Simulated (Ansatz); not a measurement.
`[OH][In]([Cl])[Cl]` + `N=C=O` → `O=C=[N][In]([Cl])[Cl]` + H₂O at 700 K and 1 bar (ligand exchange at the In–O bond).

Isolated molecules relaxed with PBE0-D4/def2-TZVP in Ansatz; ΔE leaves out vibrations. CCSD(T)/CBS adds triple-zeta CCSD(T) − MP2 to the extrapolated MP2 energy (def2 sets, frozen cores). This one scheme is used for every species. def2 core potentials past Kr. For In outer-core shells are correlated without core-valence functions, which leaves a few kJ/mol of doubt a bond. One conformer a species, not always the lowest.

```json
{"species": "`[OH][In]([Cl])[Cl]`", "CCSD(T)/CBS energy (Eh)": "-1185.26513", "H − E (kJ/mol)": "96.1", "S (J/(mol·K))": "429.6"}
{"species": "`N=C=O`", "CCSD(T)/CBS energy (Eh)": "-168.51995", "H − E (kJ/mol)": "89.3", "S (J/(mol·K))": "283.6"}
{"species": "`O=C=[N][In]([Cl])[Cl]`", "CCSD(T)/CBS energy (Eh)": "-1277.41850", "H − E (kJ/mol)": "108.0", "S (J/(mol·K))": "494.7"}
{"species": "H₂O", "CCSD(T)/CBS energy (Eh)": "-76.37941", "H − E (kJ/mol)": "80.5", "S (J/(mol·K))": "218.4"}
```

H − E and S are ideal-gas, rigid-rotor, harmonic terms from PBE0-D4/def2-TZVP, for one conformer and one mirror image of each species. 1 Eh = 2625.50 kJ/mol, R = 8.31446 J/(mol·K).

Question: By hand: ΔE, ΔH, ΔS and ΔG.

Answer: ΔE = (-1277.41850) + (-76.37941) − (-1185.26513) − (-168.51995) = -0.01283 Eh = -33.7 kJ/mol. Δ(H − E) = 108.0 + 80.5 − 96.1 − 89.3 = 3.1, so ΔH = -30.6 kJ/mol. ΔS = 494.7 + 218.4 − 429.6 − 283.6 = -0.1 J/(mol·K). ΔG = -30.6 − 700 × (-0.1)/1000 = -30.5 kJ/mol.

Question: By hand: the equilibrium constant, and the temperature at which ΔG would vanish if ΔH and ΔS stayed fixed.

Answer: log₁₀ K = −ΔG/(RT ln 10) = 2.3. ΔG = 0 at ΔH/ΔS = 306000 K, far beyond where these terms or the molecules hold.

The number of gas molecules stays the same, so ΔS is small and ΔH decides. A doubt of 5 kJ/mol in ΔE shifts log₁₀ K by 0.4 here. Other conformers and mirror images would add mixing entropy, several J/(mol·K) or more a flexible species. Modes under 60 cm⁻¹, often nearly free rotors, make the harmonic entropy too high. These are equilibria of isolated gas molecules and say nothing of rates. Largest T1 diagnostic: 0.018 (customary marks: 0.02 for closed shells, 0.045 for open ones).
